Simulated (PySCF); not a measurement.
**Cost of excited-state runs on `C(C(F)(F)F)P[P@@H](=S)CCP`, C₄H₁₀F₃P₃S**

Cartesian coordinates in Å; atom numbers follow the order of the lines, from 1:
```xyz
21

F     4.171    0.359   -1.205
C     3.277    0.457   -0.219
F     3.875    1.140    0.775
F     2.287    1.253   -0.662
C     2.772   -0.887    0.243
P     1.404   -0.738    1.502
P    -0.148   -0.162    0.026
S    -0.044   -1.094   -1.669
C    -1.663   -0.543    1.007
C    -2.905   -0.342    0.153
P    -2.951    1.403   -0.496
H     3.615   -1.444    0.660
H     2.376   -1.430   -0.628
H     1.666    0.581    1.883
H    -0.185    1.234   -0.035
H    -1.575   -1.586    1.334
H    -1.679    0.098    1.895
H    -2.854   -1.008   -0.716
H    -3.812   -0.573    0.717
H    -3.390    1.978    0.699
H    -4.245    1.320   -1.002
```

PySCF with density fitting, on 1 thread of an Arm Neoverse V2, shared host. Command: `OMP_NUM_THREADS=1 python excited_run.py task.json out`

How long does each of these runs take, and how much memory?
- magnetisability and related constants, PBE0/pcSseg-1; usual settings
- magnetisability and related constants, X3LYP/STO-3G; IEF-PCM chloroform


```tsv
run	level	basis functions	wall time	peak memory (GiB)
magnetisability and related constants	PBE0/pcSseg-1	265	91 s	1.4
magnetisability and related constants	X3LYP/STO-3G	81	22 s	0.81
```
Times from a shared host are rough.
